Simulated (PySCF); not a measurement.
Q: What does the GFN2-xTB structure of InChI=1S/C7H5FO/c8-7-3-1-2-6(4-7)5-9/h1-5H look like in three dimensions?

A: 
Z-matrix in Å and degrees, rows numbered from 1:
```
O 
C   1  1.2030
C   2  1.4712  1  125.11
C   3  1.3953  2  119.89  1     0.12
C   4  1.3818  3  120.38  2   179.93
C   5  1.3858  4  120.17  3     0.01
C   6  1.3855  5  118.88  4     0.02
F   7  1.3469  6  118.84  5   179.98
C   7  1.3803  6  122.10  5    -0.04
H   2  1.1079  1  121.20  3  -180.00
H   4  1.0792  3  118.29  2    -0.09
H   5  1.0790  4  120.17  3  -179.98
H   6  1.0785  5  121.59  4  -179.99
H   9  1.0792  3  121.22  2     0.10
```

The 6-membered ring C3–C4–C5–C6–C7–C9 has internal angles of 118.6° to 122.1°; it is planar, 0.00 Å rms from its mean plane, widest ring torsion 0°. Of the pairs four or more bonds apart, O1···H11 is among the closest relative to their van der Waals radii: 2.56 Å, 94 % of the sum of Bondi's values. The C–C distances run from 1.380 Å (C7–C9, aromatic) to 1.471 Å (C2–C3, drawn single), a spread of 0.091 Å. The 9 heavy atoms lie in one plane (0.000 Å rms).

Computed geometry: GFN2-xTB, gas phase.

Point group: Cs (every atom within 0.08 Å of its image). Not checked by GFN2-xTB frequencies. The numbers are those of one conformer (O1–C2–C3–C4 0°).
